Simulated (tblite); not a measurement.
Compound: C4H9BO.
Atom-mapped SMILES: `[CH3:1][O:2][BH:3][CH:4]1[CH2:5][CH2:6]1` (hydrogens: H7, H8, H9 on C1; H10 on B3; H11 on C4; H12, H13 on C5; H14, H15 on C6)

Computed with GFN2-xTB (tblite), gas phase: L-BFGS steps from a force-field or distance-geometry start until the largest atomic force falls under 0.01 eV/Å.

Step 72: E = -502.2971 eV
```
atom  x, y, z in Å  |  force x, y, z in eV/Å
C1      2.5710    0.1596    0.1157    0.038   0.019  -0.006
O2      1.1720    0.0617    0.0747   -0.008  -0.046  -0.069
B3      0.4635    0.1202   -1.0562    0.020   0.012   0.000
C4     -1.0820   -0.0817   -0.9578   -0.011  -0.020  -0.026
C5     -1.6718   -0.8737    0.1901   -0.014   0.005   0.004
C6     -1.9063    0.5905    0.1215    0.020  -0.015  -0.010
H7      3.0178   -0.8342    0.0156   -0.033  -0.006   0.023
H8      2.9509    0.7927   -0.6908    0.026   0.009   0.015
H9      2.8565    0.5781    1.0818    0.013   0.037   0.010
H10     0.9900    0.3007   -2.1051   -0.025   0.006   0.050
H11    -1.6070   -0.1926   -1.9012   -0.009  -0.015   0.016
H12    -0.9865   -1.2381    0.9405   -0.013  -0.009  -0.044
H13    -2.4915   -1.5419   -0.0277   -0.008  -0.008   0.023
H14    -2.8902    0.9407   -0.1526   -0.005   0.037   0.011
H15    -1.3907    1.2263    0.8240    0.009  -0.006   0.006
```

Step 73: E = -502.2978 eV
```
atom  x, y, z in Å  |  force x, y, z in eV/Å
C1      2.5693    0.1638    0.1178    0.005  -0.003  -0.020
O2      1.1703    0.0644    0.0720   -0.013  -0.021  -0.020
B3      0.4628    0.1167   -1.0588    0.015   0.010  -0.006
C4     -1.0830   -0.0793   -0.9599    0.003  -0.033  -0.052
C5     -1.6703   -0.8750    0.1861   -0.028   0.002   0.014
C6     -1.9017    0.5896    0.1238    0.017  -0.001   0.020
H7      3.0110   -0.8325    0.0238    0.003  -0.005   0.028
H8      2.9508    0.7913   -0.6922    0.033   0.009   0.023
H9      2.8514    0.5872    1.0832    0.011   0.031  -0.009
H10     0.9897    0.2855   -2.1077   -0.008   0.017   0.016
H11    -1.6097   -0.1862   -1.9029   -0.011  -0.013   0.018
H12    -0.9828   -1.2424    0.9326   -0.007  -0.019  -0.035
H13    -2.4926   -1.5404   -0.0301   -0.008  -0.012   0.019
H14    -2.8853    0.9435   -0.1428   -0.039   0.040  -0.010
H15    -1.3843    1.2218    0.8276    0.028  -0.003   0.014
```

Task: Estimate the geometry and energy of step 74. (The exact step hangs on the optimiser's Hessian estimate; all steps are aligned on step 73, rigid shifts and turns removed.)

Result: E = -502.2983 eV, largest force 0.066 eV/Å
```
atom  x, y, z in Å  |  force x, y, z in eV/Å
C1      2.5662    0.1710    0.1211   -0.013  -0.022  -0.022
O2      1.1666    0.0734    0.0690   -0.008   0.012  -0.029
B3      0.4625    0.1115   -1.0647    0.029   0.001  -0.025
C4     -1.0843   -0.0766   -0.9629    0.003  -0.020  -0.033
C5     -1.6696   -0.8776    0.1809   -0.032   0.011   0.007
C6     -1.8949    0.5885    0.1297    0.007   0.001   0.017
H7      3.0018   -0.8291    0.0378    0.026   0.010   0.034
H8      2.9538    0.7892   -0.6937    0.024   0.000   0.039
H9      2.8445    0.6026    1.0850    0.004   0.017  -0.041
H10     0.9916    0.2581   -2.1180   -0.022   0.021   0.059
H11    -1.6162   -0.1749   -1.9037   -0.011  -0.016   0.011
H12    -0.9796   -1.2532    0.9207   -0.008  -0.018  -0.030
H13    -2.4957   -1.5383   -0.0359   -0.008  -0.011   0.019
H14    -2.8785    0.9495   -0.1293   -0.027   0.027  -0.010
H15    -1.3729    1.2139    0.8365    0.035  -0.011   0.005
```

The energy changes by -0.0005 eV. The first-order estimate −F·Δx gives -0.0008 eV and the mean of the old and new forces, exact on a quadratic surface, -0.0005 eV. The step makes an angle of 83° with the force vector and moves no atom by more than 0.029 Å.

What follows is the cost of the whole relaxation. Hardware: an Arm Neoverse N1 with one thread, no GPU, on a shared host. Cost: 1.0 s of wall time.
